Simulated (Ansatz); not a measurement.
Cartesian coordinates in Å:
```
C -0.010 -0.466 -1.531
C -0.076 0.114 -0.328
Si -0.170 1.973 -0.211
Si -0.073 -0.955 1.197
O 0.216 -2.539 0.841
H 0.044 -1.548 -1.647
H -0.014 0.106 -2.457
H 1.031 2.517 0.481
H -0.252 2.549 -1.580
H -1.363 2.391 0.574
H -1.405 -0.919 1.850
H 0.950 -0.428 2.144
H 1.122 -2.794 0.667
```

Charge 0, multiplicity 1.

Task: List the B3LYP/def2-TZVPP orbital energies in eV (Ansatz 0.2.0). (An estimate is asked.)

Result: The calculation gave: Occupied: -1799.35, -1798.86, -520.70, -277.43, -276.69, -143.80, -143.41, -99.16, -99.11, -99.10, -98.73, -98.72, -98.72, -27.58, -21.11, -16.40, -15.39, -14.12, -12.93, -12.26, -10.86, -10.40, -9.88, -9.63, -9.33, -8.99, -7.97, -7.85. Lowest empty: -1.09, -0.25, 0.57, 1.15, 1.29, 1.40, 1.62, 2.02.

B3LYP here is the variant with VWN-RPA as its local correlation; programs differ in this.
